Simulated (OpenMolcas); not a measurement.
## Fe2+: ligand-field states by method

Fe2+ with its 6 nearest bromide ions at 2.744 Å, on the Ca site of CsCaBr3 (a = 5.69 Å, distance in the model lattice 2.845 Å). The rest of the host is ab initio model potentials to 7.6 Å, with orthogonalisation functions on the cations behind the ligands, and point charges beyond; the distance is set by hand and nothing relaxes. Ligand basis ANO-RCC-VDZP.
```
Fe    0.0000    0.0000    0.0000
Br    2.7440    0.0000    0.0000
Br    0.0000    2.7440    0.0000
Br   -2.7440    0.0000    0.0000
Br    0.0000   -2.7440    0.0000
Br    0.0000    0.0000    2.7440
Br    0.0000    0.0000   -2.7440
```

```
Program             : OpenMolcas 26.06
Basis               : ANO-RCC-VDZP [5s4p2d1f]
Scalar Hamiltonian  : DKH2, point nucleus
Active space        : 6 electrons in 5 orbitals (3d)
State averaging     : 2S+1 = 5 even, 5 roots; 2S+1 = 3 even, 45 roots; 2S+1 = 1 even, 50 roots
Spin-orbit coupling : RASSI with atomic mean-field integrals over the reference wave functions
```

I. CASSCF
II. SS-CASPT2, IPEA 0.25 Eh, imaginary shift 0.1 Eh (closed shells correlated: 3p and the ligand valence shells)

Spin-free states (labels of O, the rotations of Oh) in cm-1, each column counted from its own energy of the first state listed:

```
State  Degeneracy      I     II
  5T2           3      0      0
   5E           2   3262   4010
  3T1           3  19811  17670
  3T2           3  21200  18470
  3T1           3  22467  20270
   3E           2  23748  21720
  3T1           3  24954  21640
  3T2           3  25400  21770
  3T1           3  27074  24780
  3A2           1  27153  24090
  3T2           3  27644  24380
  1A1           1  27695  24310
   3E           2  28735  25910
  1T1           3  29836  26440
  3A1           1  30362  27960
  3T1           3  30792  29820
  1T2           3  31903  28050
   1E           2  33449  29510
  1A1           1  34214  29460
  1A2           1  34567  31310
```

From I to II, I's first state of the same spin (5E) moves from 3262 to 4010 cm-1, by about +750 cm-1.

From I to II, I's first state of another spin (3T1) moves from 19811 to 17670 cm-1, by about -2100 cm-1.

I: A least-squares ligand-field fit to the states below 45000 cm-1, each weighted by its degeneracy and with a free common offset, gives 10Dq = 3263 cm-1, B = 1129 cm-1 and C = 4205 cm-1 (C/B = 3.72), with an rms deviation of 49 cm-1. The same method and metal basis give the free ion B = 1168 cm-1 (fit to its terms below 60000 cm-1, rms deviation 30 cm-1), so the nephelauxetic ratio is β = 1129 / 1168 = 0.97; it hangs on how both fits weigh the states, and computed free-ion B values tend to be too large, so β mixes covalency with correlation.

χT at 300 K: I 4.27, II 4.22 cm3 K/mol.

Roots that are degenerate in the reference are averaged as groups; the widest CASPT2 spread within a group is 390 cm-1 (the 2-fold group of multiplicity 1 near 59100 cm-1 above the lowest state of its run, II). Shifts and gaps below about the spread of the groups concerned are not significant. Over all roots computed the reference weight is 0.67 to 0.70 in II; a low but even weight reflects the number of correlated electrons. An orbital triplet at a regular site is open to Jahn-Teller coupling, which can distort the site and quench the lowest spin-orbit gaps and is left out. Ligand-to-metal charge-transfer states are missing. With no ligand orbital active B as a rule stays too high, so bands that hang on it stand too high and its fall with covalency is understated. Without dynamic correlation the repulsion within the d shell is too large (B by tens of per cent), so at a given field states of lower spin stand too high (holds for I). With metal d orbitals alone and no dynamic correlation the field as a rule comes out too small, by tens of per cent, by up to half for chloride and softer ligands, and with too little covalency χT stands high (holds for I). A single d shell leaves out the double-shell effect, which counts most for late 3d ions, where the CASPT2 field can be off either way by tens of per cent (holds for II). These CASPT2 states fit no ligand-field parameters well, so their order and spin gaps are uncertain (holds for II). With one d shell and no ligand orbital active, 10Dq can be off by tens of per cent for divalent 3d ions, low with halides held by bare charges and at times high in hosts (holds for II). Free-ion shares, where given, are those of the reference states; single-state CASPT2 does not remix them (holds for II). No measured value stands beside these numbers; the geometry was set by hand and not optimised.
